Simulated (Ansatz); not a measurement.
Q: Name a neutral molecule of O, S, Si and H with LUMO energy (B3LYP/def2-TZVPP) between -1.40 and -1.10 eV and HOMO energy (B3LYP/def2-TZVPP) between -7.20 and -6.90 eV (Ansatz, PBE0-D4/def2-TZVP geometry).

A: `O[SiH2][SiH]([SiH3])S` (-1.14 eV, -6.99 eV). Other molecules can fit too; these were computed, each in one conformer that needn't be the lowest.

B3LYP here is the variant with VWN-RPA as its local correlation; programs differ in this.
